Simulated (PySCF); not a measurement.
Species: C₅H₈O₂Se.
Atom-mapped SMILES: `[CH2:1]=[C:2]([O:3][C:4]([CH3:5])=[O:6])[Se:7][CH3:8]` (hydrogens: H9, H10 on C1; H11, H12, H13 on C5; H14, H15, H16 on C8)

Computed by this run: PBE0-D3(BJ)/def2-SVP geometry optimisation, gas phase (PySCF 2.14.0); density fitting, grid level 1; the optimiser is geomeTRIC in internal coordinates, started from a GFN2-xTB structure with every atom displaced at random (about 0.01 Å).

At the end of the run (lengths in Å): O3–C4 1.359, C1–H10 1.089, C4–C5 1.499, C5–H11 1.100, Se7–C8 1.932, C8–H14 1.098, C2–Se7 1.906, O3–C4–O6 124.8°, C5–C4–O6 126.0°, C2–Se7–C8 98.8°, C2–O3–C4 125.6°, C1–C2–O3–C4 2°, C2–O3–C4–C5 180°, C1–C2–Se7–C8 -1°, H11–C5–C4–O3 59°, H9–C1–C2–O3 0°.

**Question.** These geometries were met on the way; a selection of coordinates is given. Order them by energy above the end point, lowest first.
A. O3–C4 1.384, C1–H10 1.098, C4–C5 1.488, C5–H11 1.108, Se7–C8 1.929, C8–H14 1.102, C2–Se7 1.901, O3–C4–O6 123.0°, C5–C4–O6 127.2°, C2–Se7–C8 98.0°, C2–O3–C4 125.8°, C1–C2–O3–C4 11°, C2–O3–C4–C5 -172°, C1–C2–Se7–C8 -6°, H11–C5–C4–O3 83°, H9–C1–C2–O3 -6°
B. O3–C4 1.363, C1–H10 1.087, C4–C5 1.501, C5–H11 1.100, Se7–C8 1.933, C8–H14 1.098, C2–Se7 1.908, O3–C4–O6 124.4°, C5–C4–O6 125.1°, C2–Se7–C8 99.0°, C2–O3–C4 125.5°, C1–C2–O3–C4 6°, C2–O3–C4–C5 -179°, C1–C2–Se7–C8 0°, H11–C5–C4–O3 82°, H9–C1–C2–O3 -1°
C. O3–C4 1.361, C1–H10 1.089, C4–C5 1.499, C5–H11 1.100, Se7–C8 1.933, C8–H14 1.098, C2–Se7 1.906, O3–C4–O6 124.8°, C5–C4–O6 126.0°, C2–Se7–C8 98.9°, C2–O3–C4 125.5°, C1–C2–O3–C4 -4°, C2–O3–C4–C5 -178°, C1–C2–Se7–C8 -1°, H11–C5–C4–O3 66°, H9–C1–C2–O3 0°
D. O3–C4 1.302, C1–H10 1.047, C4–C5 1.530, C5–H11 1.071, Se7–C8 1.955, C8–H14 1.077, C2–Se7 1.925, O3–C4–O6 128.2°, C5–C4–O6 122.5°, C2–Se7–C8 101.2°, C2–O3–C4 123.6°, C1–C2–O3–C4 7°, C2–O3–C4–C5 -179°, C1–C2–Se7–C8 0°, H11–C5–C4–O3 82°, H9–C1–C2–O3 -2°

**Answer.** C (0.001 eV), B (0.013 eV), A (0.050 eV), D (0.221 eV).

```json
{"step": "14", "E above end (eV)": "0.001", "rms distance from the end, all atoms (Å)": "0.041", "largest force (eV/Å)": "0.076", "rms shift of all bonds from the end (Å)": "0.001"}
{"step": "4", "E above end (eV)": "0.013", "rms distance from the end, all atoms (Å)": "0.197", "largest force (eV/Å)": "0.204", "rms shift of all bonds from the end (Å)": "0.001"}
{"step": "1", "E above end (eV)": "0.050", "rms distance from the end, all atoms (Å)": "0.244", "largest force (eV/Å)": "1.155", "rms shift of all bonds from the end (Å)": "0.008"}
{"step": "0", "E above end (eV)": "0.221", "rms distance from the end, all atoms (Å)": "0.199", "largest force (eV/Å)": "3.202", "rms shift of all bonds from the end (Å)": "0.025"}
```

Rows stand in the order of the answer.
